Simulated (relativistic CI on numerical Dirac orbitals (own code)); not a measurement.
**Calculated levels, Gd⁵⁹⁺**

These numbers are calculated, not measured: Dirac-Coulomb-Breit CI, KLI orbitals optimised for each configuration, model QED, unscaled Slater integrals (own radial code, finite nucleus).

CI space (outside the closed core 1s2): 2s²2p, 2s2p², 2p³, 2p²3s, 2p²3p, 2p²3d, 2s²3s, 2s²3p, 2s²3d, 2s2p3s, 2s2p3p, 2s2p3d, 2s²4s, 2s²4p, 2s²4d, 2s²4f. Levels of other configurations are missing.

The lowest level is 2s²2p ²P°1/2, with 100 % of that term; Hund's rules for 2s²2p give ²P° with J = 1/2, in agreement.

```csv
No.,Configuration,Term,J,E (Ry),%,Next component (%),Landé g
1,2s²2p,²P°,1/2,0.000,100,,0.629
2,2s2p²,⁴P,1/2,15.669,52,30 ²S,2.084
3,2s²2p,²P°,3/2,55.867,99,1 2p³ ²P°,1.307
4,2s2p²,⁴P,3/2,66.780,91,6 ²D,1.635
5,2s2p²,²D,5/2,69.526,61,39 ⁴P,1.325
6,2s2p²,²P,1/2,73.977,69,30 ⁴P,1.252
7,2s2p²,²D,3/2,74.104,63,36 ²P,0.973
8,2p³,²P°,3/2,90.556,47,27 ²D°,1.330
9,2s2p²,⁴P,5/2,123.993,61,39 ²D,1.417
10,2s2p²,²S,1/2,130.727,69,18 ⁴P,1.908
11,2s2p²,²P,3/2,130.803,61,31 ²D,1.178
12,2p³,⁴S°,3/2,143.427,55,45 ²D°,1.438
13,2p³,²D°,5/2,145.065,100,,1.171
14,2p³,²P°,1/2,148.576,100,,0.630
15,2p³,²P°,3/2,202.114,52,28 ²D°,1.288
16,2s²3s,²S,1/2,558.678,98,1 2p²3s ²S,1.987
17,2s²3p,²P°,1/2,563.975,96,1 2s2p3s ²P°,0.666
18,2s2p3s,⁴P°,1/2,569.168,85,13 ²P°,2.362
19,2s2p3s,⁴P°,3/2,570.900,60,39 ²P°,1.544
20,2s2p3s,²P°,1/2,572.814,94,5 ⁴P°,0.717
21,2s2p3p,⁴D,1/2,573.626,72,22 ²P,0.266
22,2s2p3p,⁴D,3/2,575.456,41,32 ²D,1.103
23,2s2p3p,⁴P,1/2,578.159,47,30 ²S,1.944
24,2s²3p,²P°,3/2,580.564,97,1 2p²3p ²P°,1.326
25,2s²3d,²D,3/2,584.266,97,1 2p²3d ²D,0.791
26,2p²3s,⁴P,1/2,587.959,40,26 ²S,1.908
27,2s²3d,²D,5/2,588.763,96,1 2p²3d ²D,1.192
28,2s2p3p,⁴P,3/2,590.889,31,27 ⁴D,1.397
29,2p²3p,²P°,1/2,592.379,41,36 ⁴D°,0.634
30,2s2p3p,⁴D,5/2,592.984,44,37 ²D,1.323
31,2s2p3p,²D,3/2,593.187,44,22 ²P,1.242
32,2s2p3d,⁴F°,3/2,593.780,71,16 ²D°,0.566
33,2s2p3p,²P,1/2,593.888,41,24 ²S,1.399
34,2s2p3d,⁴F°,5/2,595.763,46,28 ²F°,1.017
35,2s2p3d,²P°,3/2,596.988,29,26 ⁴D°,1.185
36,2s2p3d,⁴D°,1/2,597.453,52,36 ²P°,0.440
37,2s2p3d,⁴P°,5/2,599.115,35,29 ⁴D°,1.315
38,2s2p3d,⁴F°,7/2,600.977,38,38 ²F°,1.230
39,2s2p3d,²F°,5/2,601.805,51,24 ²D°,1.064
40,2s2p3d,²D°,3/2,601.839,39,39 ²P°,1.097
41,2p²3p,²P°,3/2,610.095,32,20 ⁴D°,1.323
42,2p²3d,²D,3/2,612.814,40,33 ⁴F,0.784
43,2p²3d,²D,5/2,618.212,34,18 ⁴D,1.191
44,2s2p3s,⁴P°,5/2,625.155,100,,1.574
45,2s2p3s,²P°,3/2,626.851,77,23 ⁴P°,1.392
```

Energies count from the lowest computed level; ° marks odd parity.

The mean weight of the leading LS term, summed over parents, in these 45 levels is 63 %, and that of the leading jj configuration (from the same eigenvectors) 98 %, so jj coupling describes them better and the LS labels are nominal.

At this charge energies of transitions that change n are usually good to better than 1 %, and those within a shell (Δn = 0) to a few per cent.

LS names give the leading component of a level, which can be under half, so a name can repeat, a term be missing and a line seem to break the LS rules.
